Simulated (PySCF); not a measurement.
A structure optimised at PBE-D3(BJ)/def2-SVPD, used in a PySCF frequency run:

```
Cu
Cl 1 2.1582
Cl 1 2.1582 2 180.00
```
Charge -1, spin multiplicity 1.

Problem. Write its SMILES, formula and point group.

Solution. [Cl][Cu-][Cl], Cl₂Cu, D∞h

Problem. What are its rotational constants (standard atomic weights)?

Solution. 1.5304 GHz (linear rotor, B only)
